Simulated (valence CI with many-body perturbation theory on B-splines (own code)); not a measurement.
**From CI to CI+MBPT in W⁶⁶⁺**

Computed by valence CI with perturbative core correlation (CI+MBPT): six valence electrons over a frozen Dirac-Fock core [He], radial functions for each j: 9 s, 9 p, 8 d, 6 f, 3 g, 1 h, with the one-electron correlation potential Σ1, the two-electron term Σ2, the three-electron term Σ3, Breit, model QED; selected CI, second order for the rest, scaled by the run's own slope (own B-spline code, finite nucleus).

No measured spectrum was set against this ion. As an estimate, large intervals hold to a few tenths of a per cent, small ones and those within an open d or f shell to about a per cent. Among the levels kept, up to 2300 cm⁻¹ of a level comes from second order outside the variational space, and about a tenth of that is noise between levels of different J, which matters for small intervals.

Each rung adds one term. CI alone is the Dirac-Coulomb CI over the frozen core; QED comes last and gives the full result, which names the levels. Energies are above (2s^2 2p1/2^2 2p3/2^2) J=2 on the same rung, in eV.

Levels are named by their leading jj configuration (3d3/2^4 stands for four electrons in 3d with j = 3/2), which in mixed levels can hold well under half, so a name can repeat and another be missing.

| Level | CI alone |
| --- | --- |
| (2s^2 2p1/2^2 2p3/2^2) J=0 | 52.4 |
| (2s^2 2p1/2 2p3/2^3) J=1 | 1410.8 |
| (2s^2 2p1/2 2p3/2^3) J=2 | 1437.5 |
| (2s 2p1/2^2 2p3/2^3) J=2 | 1825.4 |
| (2s 2p1/2^2 2p3/2^3) J=1 | 1907.0 |
| (2s^2 2p3/2^4) J=0 | 2868.6 |
| (2s 2p1/2 2p3/2^4) J=0 | 3247.9 |
| (2s 2p1/2 2p3/2^4) J=1 | 3291.0 |
| (2p1/2^2 2p3/2^4) J=0 | 3768.7 |
| (2s^2 2p1/2^2 2p3/2 3s) J=2 | 8651.6 |
| (2s^2 2p1/2^2 2p3/2 3s) J=1 | 8660.2 |
| (2s^2 2p1/2^2 2p3/2 3p1/2) J=1 | 8772.2 |
| (2s^2 2p1/2^2 2p3/2 3p1/2) J=2 | 8775.8 |
| (2s^2 2p1/2^2 2p3/2 3p3/2) J=3 | 9179.9 |
| (2s^2 2p1/2^2 2p3/2 3p3/2) J=1 | 9179.6 |
| (2s^2 2p1/2^2 2p3/2 3p3/2) J=2 | 9208.1 |

**Question.** What do these energies become with core correlation, Breit and QED?

**Answer.** (2s^2 2p1/2^2 2p3/2^2) J=0 60.9 (+8.58); (2s^2 2p1/2 2p3/2^3) J=1 1399.0 (-11.79); (2s^2 2p1/2 2p3/2^3) J=2 1417.8 (-19.70); (2s 2p1/2^2 2p3/2^3) J=2 1806.3 (-19.12); (2s 2p1/2^2 2p3/2^3) J=1 1890.4 (-16.66); (2s^2 2p3/2^4) J=0 2842.3 (-26.31); (2s 2p1/2 2p3/2^4) J=0 3217.3 (-30.65); (2s 2p1/2 2p3/2^4) J=1 3255.6 (-35.35); (2p1/2^2 2p3/2^4) J=0 3735.0 (-33.69); (2s^2 2p1/2^2 2p3/2 3s) J=2 8644.1 (-7.48); (2s^2 2p1/2^2 2p3/2 3s) J=1 8653.2 (-7.00); (2s^2 2p1/2^2 2p3/2 3p1/2) J=1 8766.1 (-6.12); (2s^2 2p1/2^2 2p3/2 3p1/2) J=2 8767.5 (-8.33); (2s^2 2p1/2^2 2p3/2 3p3/2) J=3 9166.3 (-13.62); (2s^2 2p1/2^2 2p3/2 3p3/2) J=1 9166.8 (-12.85); (2s^2 2p1/2^2 2p3/2 3p3/2) J=2 9195.7 (-12.41).

**Question.** How does the ionisation energy move along the ladder, and which term matters most?

**Answer.** CI alone 16316, + Σ1 16317, + Σ2 16317, + Σ3 16317, + Breit 16301, + QED 16298 eV. The largest step is Breit, -16 eV. NIST lists 16252 ± 11 eV (semi-empirical).
